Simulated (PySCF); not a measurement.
SnF3, SMILES [Sn+]([F])([F])[F], charge +1.

Geometry: B3LYP-D3(BJ)/def2-SVP. The multiplicity is an assumed one; other spin states were not compared. The isomer is the one that the SMILES or the coordinates give; other isomers of the formula were not compared. The def2 effective core potentials stand for the cores of Sn; spin–orbit coupling is left out.

The numbers are results of HF/def2-TZVPD run with PySCF, not measurements.

Symmetry labels are those of the subgroup C2v that the program uses (full group D3h).

**Question.** List the valence orbital energies around the gap with their symmetry. (An estimate is asked for; the answer gives what the named calculation found.)

**Answer.** 
```tsv
orbital	symmetry	energy (eV)
HOMO−7	A1	-25.13
HOMO−6	B1	-25.13
HOMO−5	B2	-24.86
HOMO−4	B1	-24.45
HOMO−3	B2	-24.39
HOMO−2	A2	-24.39
HOMO−1	A1	-23.91
HOMO	B1	-23.91
LUMO	A1	-7.97
LUMO+1	B2	-6.24
LUMO+2	A1	-2.62
LUMO+3	B1	-2.62
```
